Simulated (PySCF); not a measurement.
Vertical excitations of a molecule C2H8N2Si2 from PySCF with TDA-M06-2X/def2-SVPD, as energy in eV (oscillator strength): 3.99 (0.001), 5.34 (0.000), 6.63 (0.008), 6.67 (0.064), 6.82 (0.011), 6.87 (0.035), 6.89 (0.002), 7.29 (0.044), 7.42 (0.031), 7.46 (0.034). Lowest triplet (TDA): 3.26 eV. The structure is a stationary point at PBE0-D3(BJ)/def2-SVP. One conformer was computed; it need not be the lowest.

Problem. Which molecule gave these data?
A) N[Si@@H]1C=N[C@H]1[SiH3]
B) [SiH3]/N=C\C=N\[SiH3]
C) N#CC[Si@H](N)[SiH3]
D) N#C[C@H]([SiH3])[SiH2]N

Solution. A, N[Si@@H]1C=N[C@H]1[SiH3]
